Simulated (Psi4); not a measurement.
toluene (C$_{7}$H$_{8}$), singlet, at a GFN2-xTB geometry; B3LYP/def2-SVP run with Psi4.

Input for Psi4:
```
memory 2 GB

molecule mol {
0 1
  C    -2.400861   -0.093333    0.002877
  C    -0.903103   -0.032131    0.012584
  C    -0.149055   -1.188040    0.173211
  C     1.233345   -1.138534    0.161799
  C     1.883899    0.071158   -0.011041
  C     1.142750    1.228930   -0.172474
  C    -0.239818    1.175935   -0.160642
  H    -2.831019    0.854668    0.317638
  H    -2.761195   -0.881127    0.660799
  H    -2.757855   -0.308135   -1.005167
  H    -0.651361   -2.135614    0.309675
  H     1.804901   -2.046489    0.290024
  H     2.963253    0.111465   -0.018222
  H     1.643108    2.177214   -0.306473
  H    -0.812778    2.084109   -0.286158
}

set basis def2-svp
set reference rks

energy('b3lyp')
print_variables()
```

Task: Predict the main parts of the log of this Psi4 run.

Result: 
```
   => Loading Basis Set <=

    Name: DEF2-SVP
    Role: ORBITAL
    Keyword: BASIS

         ---------------------------------------------------------
                                   SCF
               by Justin Turney, Rob Parrish, Andy Simmonett
                          and Daniel G. A. Smith
                              RKS Reference
         ---------------------------------------------------------

  ==> Geometry <==

    Molecular point group: c1
    Full point group: C1

    Geometry (in Angstrom), charge = 0, multiplicity = 1:

       Center              X                  Y                   Z               Mass
    ------------   -----------------  -----------------  -----------------  -----------------
         C           -2.437535065564    -0.094883954536     0.002468717414    12.000000000000
         C           -0.939777065564    -0.033681954536     0.012175717414    12.000000000000
         C           -0.185729065564    -1.189590954536     0.172802717414    12.000000000000
         C            1.196670934436    -1.140084954536     0.161390717414    12.000000000000
         C            1.847224934436     0.069607045464    -0.011449282586    12.000000000000
         C            1.106075934436     1.227379045464    -0.172882282586    12.000000000000
         C           -0.276492065564     1.174384045464    -0.161050282586    12.000000000000
         H           -2.867693065564     0.853117045464     0.317229717414     1.007825032230
         H           -2.797869065564    -0.882677954536     0.660390717414     1.007825032230
         H           -2.794529065564    -0.309685954536    -1.005575282586     1.007825032230
         H           -0.688035065564    -2.137164954536     0.309266717414     1.007825032230
         H            1.768226934436    -2.048039954536     0.289615717414     1.007825032230
         H            2.926578934436     0.109914045464    -0.018630282586     1.007825032230
         H            1.606433934436     2.175663045464    -0.306881282586     1.007825032230
         H           -0.849452065564     2.082558045464    -0.286566282586     1.007825032230

  Running in c1 symmetry.

  Rotational constants: A =      0.18713  B =      0.08540  C =      0.05928 [cm^-1]
  Rotational constants: A =   5609.87186  B =   2560.16127  C =   1777.23437 [MHz]
  Nuclear repulsion =  270.958028708638551

  Charge       = 0
  Multiplicity = 1
  Electrons    = 50
  Nalpha       = 25
  Nbeta        = 25

  ==> Algorithm <==

  SCF Algorithm Type is DF.
  DIIS enabled.
  MOM disabled.
  Fractional occupation disabled.
  Guess Type is SAD.
  Energy threshold   = 1.00e-06
  Density threshold  = 1.00e-06
  Integral threshold = 1.00e-12

  ==> Primary Basis <==

  Basis Set: DEF2-SVP
    Blend: DEF2-SVP
    Number of shells: 66
    Number of basis functions: 138
    Number of Cartesian functions: 145
    Spherical Harmonics?: true
    Max angular momentum: 2

  ==> DFT Potential <==

   => LibXC <=

    Version 7.1.2
    S. Lehtola, C. Steigemann, M. J. T. Oliveira, and M. A. L. Marques,  SoftwareX 7, 1–5 (2018) (10.1016/j.softx.2017.11.002)

   => Composite Functional: B3LYP <=

    B3LYP Hyb-GGA Exchange-Correlation Functional

    P. J. Stephens, F. J. Devlin, C. F. Chabalowski, and M. J. Frisch,  J. Phys. Chem. 98, 11623 (1994) (10.1021/j100096a001)

    Deriv               =              1
    GGA                 =           TRUE
    Meta                =          FALSE

    Exchange Hybrid     =           TRUE
    MP2 Hybrid          =          FALSE

   => Exchange Functionals <=

    0.0800   Slater exchange
    0.7200         Becke 88

   => Exact (HF) Exchange <=

    0.2000               HF

   => Correlation Functionals <=

    0.1900   Vosko, Wilk & Nusair (VWN5_RPA)
    0.8100   Lee, Yang & Parr

   => LibXC Density Thresholds  <==

    XC_HYB_GGA_XC_B3LYP:  1.00E-15

   => Molecular Quadrature <=

    Radial Scheme          =       TREUTLER
    Pruning Scheme         =           NONE
    Nuclear Scheme         =       TREUTLER

    Blocking Scheme        =         OCTREE
    BS radius alpha        =              1
    Pruning alpha          =              1
    Radial Points          =             75
    Spherical Points       =            302
    Total Points           =         316113
    Total Blocks           =           2379
    Max Points             =            256
    Max Functions          =            137
    Weights Tolerance      =       1.00E-15

   => Loading Basis Set <=

    Name: (DEF2-SVP AUX)
    Role: JKFIT
    Keyword: DF_BASIS_SCF

  ==> Integral Setup <==

  SCF_SUBTYPE=INCORE selected. In-core MEM_DF algorithm will be used.
  Using in-core AOs.

  ==> MemDFJK: Density-Fitted J/K Matrices <==

    J tasked:                   Yes
    K tasked:                   Yes
    wK tasked:                   No
    Algorithm:                 Core
    Schwarz Cutoff:           1E-12
    Mask sparsity (%):       3.2976
    Fitting Condition:        1E-10

   => Auxiliary Basis Set <=

  Basis Set: (DEF2-SVP AUX)
    Blend: DEF2-UNIVERSAL-JKFIT
    Number of shells: 223
    Number of basis functions: 669
    Number of Cartesian functions: 783
    Spherical Harmonics?: true
    Max angular momentum: 4

  Minimum eigenvalue in the overlap matrix is 2.7447625395E-04.
  Reciprocal condition number of the overlap matrix is 4.1759811780E-05.
    Using symmetric orthogonalization.

  ==> Pre-Iterations <==

  SCF Guess: Superposition of Atomic Densities via on-the-fly atomic UHF (no occupation information).

   -------------------------
    Irrep   Nso     Nmo
   -------------------------
     A        138     138
   -------------------------
    Total     138     138
   -------------------------

  ==> Iterations <==

                           Total Energy        Delta E     RMS |[F,P]|

   @DF-RKS iter SAD:  -270.98105399320707   -2.70981e+02   0.00000e+00
   @DF-RKS iter   1:  -270.87957061230236    1.01483e-01   6.51183e-03 ADIIS/DIIS
   @DF-RKS iter   2:  -270.77416788800736    1.05403e-01   7.40080e-03 ADIIS/DIIS
   @DF-RKS iter   3:  -271.36825496963769   -5.94087e-01   5.57840e-04 ADIIS/DIIS
   @DF-RKS iter   4:  -271.36935421274870   -1.09924e-03   4.22931e-04 ADIIS/DIIS
   @DF-RKS iter   5:  -271.37105755664726   -1.70334e-03   1.24619e-04 ADIIS/DIIS
   @DF-RKS iter   6:  -271.37120915822840   -1.51602e-04   3.79562e-05 DIIS
   @DF-RKS iter   7:  -271.37122392708841   -1.47689e-05   4.47525e-06 DIIS
   @DF-RKS iter   8:  -271.37122406690753   -1.39819e-07   2.55358e-06 DIIS
   @DF-RKS iter   9:  -271.37122412993642   -6.30289e-08   1.80059e-07 DIIS
  Energy and wave function converged.

  ==> Post-Iterations <==

   Electrons on quadrature grid:
      Ntotal   =   50.0000214229 ; deviation = 2.142e-05

    Orbital Energies [Eh]
    ---------------------

    Doubly Occupied:

[...]
      25A     -0.244579

    Virtual:

[...]
    Final Occupation by Irrep:
              A
    DOCC [    25 ]
    NA   [    25 ]
    NB   [    25 ]

  @DF-RKS Final Energy:  -271.37122412993642

   => Energetics <=

    Nuclear Repulsion Energy =            270.9580287086385511
    One-Electron Energy =                -900.6220248710420719
    Two-Electron Energy =                 391.4524448093336559
    DFT Exchange-Correlation Energy =     -33.1596727768665644
    Empirical Dispersion Energy =           0.0000000000000000
    VV10 Nonlocal Energy =                  0.0000000000000000
    Total Energy =                       -271.3712241299363654

Computation Completed

Properties will be evaluated at   0.000000,   0.000000,   0.000000 [a0]

Properties computed using the SCF density matrix

 Multipole Moments:

 ------------------------------------------------------------------------------------
     Multipole            Electronic (a.u.)      Nuclear  (a.u.)        Total (a.u.)
 ------------------------------------------------------------------------------------

 L = 1.  Multiply by 2.5417464519 to convert [e a0] to [Debye]
 Dipole X            :          3.3169031           -3.4652046           -0.1483014
 Dipole Y            :          0.1339369           -0.1465421           -0.0126052
 Dipole Z            :          0.0171324           -0.0385771           -0.0214447
 Magnitude           :                                                    0.1503731

 ------------------------------------------------------------------------------------

  Variable Map:
  ----------------------------------------------------------------------------
[...]
  Array Variable Map:
  ----------------------------------------------------------------------------
[...]
[...]
```
